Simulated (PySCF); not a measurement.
## Dipole moment and polarisability of `CC[SiH2]P`

Species: C2H9PSi.
Geometry (GFN2-xTB, Å), atoms numbered from 1 in this order:
```xyz
13
C2H9PSi angstrom
C     -1.981    0.249   -0.479
C     -0.543    0.715   -0.297
Si     0.651   -0.715    0.093
P      2.722    0.147    0.080
H     -2.637    1.088   -0.706
H     -2.048   -0.467   -1.294
H     -2.346   -0.234    0.424
H     -0.505    1.460    0.501
H     -0.212    1.224   -1.205
H      0.287   -1.346    1.371
H      0.604   -1.745   -0.953
H      3.337   -1.019    0.493
H      2.666    0.644    1.368
```

Level: CAM-B3LYP/def2-SVPD (PySCF), static field, nuclei fixed, core orbitals frozen in the response. The polarisability tensor in these axes (au):

```
x   98.10  1.75  3.29
y    1.75 73.67 -1.17
z    3.29 -1.17 68.64
```

Diagonalise the tensor; give its mean and Δα, where Δα² is half the sum of the squared differences of the eigenvalues.

Principal values 67.95, 73.89 and 98.57 au; mean 80.14 au = 11.88 Å³ = 13.21 × 10⁻⁴⁰ C²·m²/J; Δα = 28.12 au (35 % of the mean).

What is the dipole moment, and where does it point?

(-0.85, 0.07, 0.40) D, 0.94 D in size, pointing from the negative to the positive side. Measured along this direction, the outermost atoms are H12 at the negative end and H7 and H5 at the positive end.

Molar refractivity from α?

Lorentz–Lorenz: R = (4π/3)N_A α = 2.5225 cm³/(mol·Å³) × 11.88 Å³ = 30.0 cm³/mol, in the limit of long wavelengths.

How large is μ²/3kT at 400 K beside α?

In Gaussian units μ²/3kT = 5.34 Å³ against 11.88 Å³, a ratio of 0.45; the Debye molar polarisation (4π/3)N_A(α + μ²/3kT) is 43.4 cm³/mol, leaving out the vibrational part.

Refractivity n − 1 of an ideal gas of it at 400 K and 1 atm, from the electronic α?

N = p/kT = 1.8347 × 10¹⁹ cm⁻³, so n − 1 = 2π × N × 11.88 × 10⁻²⁴ cm³ = 1369 × 10⁻⁶ at long wavelengths, for an ideal gas.

The structure is a single GFN2-xTB conformer in the gas phase; no vibrational or solvent corrections.

The run behind these numbers computed excited states as well. On one thread, Arm Neoverse V1, on a shared host, this took 18 s.
